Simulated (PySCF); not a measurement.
From one molecule to another.

First species: 4-cyclopentene-1,3-dione, C5H4O2.
Z-matrix (Å and degrees, PBE0-D3(BJ)/def2-SVP geometry), rows numbered from 1:
```
O 
C   1  1.2038
C   2  1.4920  1  125.75
C   3  1.3441  2  110.66  1  -180.00
C   4  1.4917  3  110.67  2     0.04
O   5  1.2037  4  125.71  3   179.88
C   5  1.5177  4  107.18  3    -0.07
H   3  1.0916  2  121.80  1    -0.00
H   4  1.0916  3  127.59  2   179.99
H   7  1.1013  2  111.43  1   -59.67
H   7  1.1013  2  111.45  1    59.57
```

Second species: C3H9BO2Si.
Atom-mapped SMILES: `[CH2:1]=[C:2]([CH2:3][SiH3:4])[B:5]([OH:6])[OH:7]` (hydrogens: H8, H9 on C1; H10, H11 on C3; H12, H13, H14 on Si4; H15 on O6; H16 on O7)

Geometry (PBE0-D3(BJ)/def2-SVP, Å), atoms numbered from 1 in this order:
```xyz
16
C3H9BO2Si angstrom
C     -0.763   -1.610    0.956
C     -0.371   -0.386    0.566
C      1.046    0.083    0.732
Si     1.982    0.306   -0.915
B     -1.385    0.571   -0.166
O     -2.739    0.422   -0.143
O     -0.857    1.603   -0.877
H     -0.082   -2.318    1.441
H     -1.783   -1.974    0.788
H      1.076    1.062    1.240
H      1.622   -0.624    1.352
H      1.373   -0.544   -1.983
H      2.022    1.725   -1.369
H      3.398   -0.147   -0.719
H     -3.024   -0.298    0.427
H     -1.534    2.127   -1.320
```

Levels: wB97X-D/def2-SVPD for dipole moment, HOMO energy, LUMO energy, HOMO–LUMO gap, static isotropic polarisability and electronic spatial extent ⟨r²⟩ about the centre of nuclear charge; TDDFT wB97X-D/def2-SVPD for lowest singlet excitation; TDA wB97X-D/def2-SVPD for lowest triplet excitation (Tamm–Dancoff); ΔSCF wB97X-D/def2-SVPD for vertical ionisation energy; PBE0-D3(BJ)/def2-SVP for rotational constant A and rotational constant C. Geometries: PBE0-D3(BJ)/def2-SVP. All species are isolated and taken at one optimised geometry, non-relativistic unless stated. Electronic properties by PySCF.

Dipoles, sizes and rotational constants follow the conformer. The torsions of the flexible species, by atom-mapped SMILES:
- `[CH2:1]=[C:2]([CH2:3][SiH3:4])[B:5]([OH:6])[OH:7]`: C1–C2–C3–Si4 112°, C1–C2–B5–O6 18°, H–O6–B5–C2 4°, H–O7–B5–C2 178°

```
                                                         property    column X   column Y
                                                    dipole moment      1.65 D     1.80 D
                                                      HOMO energy    -9.17 eV   -9.54 eV
                                                      LUMO energy     1.04 eV   -1.13 eV
                                                    HOMO–LUMO gap    10.21 eV    8.41 eV
                                        lowest singlet excitation     6.20 eV    3.25 eV
                         lowest triplet excitation (Tamm–Dancoff)     3.94 eV    2.84 eV
                                  static isotropic polarisability     86.5 au    62.3 au
                                       vertical ionisation energy     9.30 eV    9.98 eV
electronic spatial extent ⟨r²⟩ about the centre of nuclear charge  1102 bohr²  672 bohr²
                                            rotational constant A   3.143 GHz  6.711 GHz
                                            rotational constant C   1.084 GHz  1.679 GHz
```

Q: Which column belongs to which species?

A: Column X is the second species and column Y the first. The first has 11 atoms and 50 electrons, the second 16 and 62.

Q: How does each property change from the first species to the second?

A: dipole moment -0.15 D; HOMO energy +0.37 eV; LUMO energy +2.17 eV; HOMO–LUMO gap +1.80 eV; lowest singlet excitation +2.95 eV; lowest triplet excitation (Tamm–Dancoff) +1.10 eV; static isotropic polarisability +24.2 au; vertical ionisation energy -0.68 eV; electronic spatial extent ⟨r²⟩ about the centre of nuclear charge +430 bohr²; rotational constant A -3.568 GHz; rotational constant C -0.595 GHz.

On the first: The vertical singlet–triplet gap S1 − T1 is 0.41 eV (TDDFT singlet less Tamm–Dancoff triplet; S1: HOMO→LUMO, weight 0.94; T1: HOMO→LUMO, weight 0.91). The polarisability is 9.24 Å³ as a volume (1 au = 0.148185 Å³), or 1.25 au for each of the 50 electrons.

On the second: The principal polarisabilities are 68.8, 87.0 and 103.7 au; their mean is the isotropic value. S1 lies 4.01 eV below the HOMO–LUMO gap; its leading configuration is HOMO→LUMO, weight 0.96.
